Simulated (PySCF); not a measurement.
Vertical excitations of a molecule C₃H₈FNSi from TDDFT-PBE/def2-SVPD in PySCF 2.14.0, as energy in eV (oscillator strength): 5.20 (0.006), 5.75 (0.029), 5.94 (0.012), 5.98 (0.010), 6.06 (0.003), 6.69 (0.338), 6.72 (0.036), 6.81 (0.007), 6.85 (0.007), 6.94 (0.008). Lowest triplet (TDA): 4.36 eV. Geometry optimised at B3LYP-D3(BJ)/def2-SVP. Other conformers were not sampled.

Q: Identify the compound among the candidates.
(A) C[C@H](F)/N=C\[SiH3]
(B) C/N=C\C[SiH2]F
(C) C=C(F)C[SiH2]N
(D) NC/C(F)=C/[SiH3]

A: C, C=C(F)C[SiH2]N
